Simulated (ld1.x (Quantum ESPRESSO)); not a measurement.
**Transferability test, PAW potential for Re**

| Item | Value |
| --- | --- |
| Element | rhenium |
| Generator | ld1.x (Quantum ESPRESSO) 7.5 |
| Type | PAW |
| Functional | PBE |
| Relativity | fully relativistic |
| Frozen core | [Xe] 4f14 |
| Valence charge | 7 |
| Reference configuration | 5d5.5 6s1.5 6p0 |
| Partial waves | 6s (bound): rcut 2.50, rcutus 2.85 bohr; 6s channel at 0.75 Ry: rcut 2.50, rcutus 2.85 bohr; 6p (bound, empty): rcut 3.00, rcutus 3.75 bohr; 6p channel at 0.6 Ry: rcut 3.00, rcutus 3.75 bohr; 5d (bound): rcut 1.60, rcutus 2.15 bohr; 5d channel at 0.1 Ry: rcut 1.60, rcutus 2.15 bohr |
| Local potential | all-electron potential smoothed inside 2.30 bohr (lloc = -1) |
| Core correction | Bessel-smoothed model core, default radius (core density twice the valence density) |
| Augmentation charge | BESSEL, radius 1.45 bohr |

Open shells are filled in proportion to 2j + 1 (rel_dist='average').

Energies are relative to the spin-unpolarised reference configuration 5d5.5 6s1.5 6p0; without spin polarisation the order of configurations can differ from experiment. Not all tests gave a result: test run stopped at test 7 of 7 (negative rho).

| valence configuration | charge | ΔE all-electron (eV) | error AE − PS (meV) |
| --- | --- | --- | --- |
| 5d5 6s2 6p0 | 0 | -0.379 | +7.3 |
| 5d5 6s1 6p0 | +1 | 8.875 | -6.1 |
| 5d5 6s0 6p0 | +2 | 25.200 | -9.7 |
| 5d6 6s1 6p0 | 0 | 0.557 | -1.1 |
| 5d5 6s1 6p1 | 0 | 4.363 | -1.3 |
| 5d5 6s1.5 6p0 | +0.5 | 3.406 | -3.5 |

Levels in the configuration 5d6 6s1 6p0:

| level | all-electron (eV) | pseudo (eV) |
| --- | --- | --- |
| 5d j=3/2 | -4.516 | -4.505 |
| 5d j=5/2 | -3.703 | -3.694 |
| 6s j=1/2 | -5.308 | -5.306 |

The ghost test of this file was not conclusive.
